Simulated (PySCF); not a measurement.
A calculated (UHF, PySCF 2.14, def2-TZVP, no relativity, point nucleus) atom or ion has these occupied shells.

```json
{"shell": "1s α", "electrons": "1", "orbital energy (eV)": "-7112.4", "rms radius, mean of both spins (bohr)": "0.0685"}
{"shell": "1s β", "electrons": "1", "orbital energy (eV)": "-7112.3", "rms radius, mean of both spins (bohr)": "0.0685"}
{"shell": "2s α", "electrons": "1", "orbital energy (eV)": "-870.75", "rms radius, mean of both spins (bohr)": "0.292"}
{"shell": "2s β", "electrons": "1", "orbital energy (eV)": "-867.37", "rms radius, mean of both spins (bohr)": "0.292"}
{"shell": "2p α", "electrons": "3", "orbital energy (eV)": "-747.67", "rms radius, mean of both spins (bohr)": "0.262"}
{"shell": "2p β", "electrons": "3", "orbital energy (eV)": "-744.36", "rms radius, mean of both spins (bohr)": "0.262"}
{"shell": "3s α", "electrons": "1", "orbital energy (eV)": "-118.35", "rms radius, mean of both spins (bohr)": "0.879"}
{"shell": "3s β", "electrons": "1", "orbital energy (eV)": "-108.71", "rms radius, mean of both spins (bohr)": "0.879"}
{"shell": "3p α", "electrons": "3", "orbital energy (eV)": "-80.510", "rms radius, mean of both spins (bohr)": "0.940"}
{"shell": "3p β", "electrons": "3", "orbital energy (eV)": "-68.875", "rms radius, mean of both spins (bohr)": "0.940"}
{"shell": "3d α", "electrons": "5", "orbital energy (eV)": "-18.697", "rms radius, mean of both spins (bohr)": "1.23"}
{"shell": "3d β", "electrons": "1", "orbital energy (eV)": "-12.978", "rms radius, mean of both spins (bohr)": "1.23"}
{"shell": "4s α", "electrons": "1", "orbital energy (eV)": "-7.549", "rms radius, mean of both spins (bohr)": "3.51"}
{"shell": "4s β", "electrons": "1", "orbital energy (eV)": "-6.588", "rms radius, mean of both spins (bohr)": "3.51"}
```

Problem. Name the element and its charge.

Solution. Fe (iron, neutral), in [Ar] 3d6 4s2, high-spin 5D determinant.
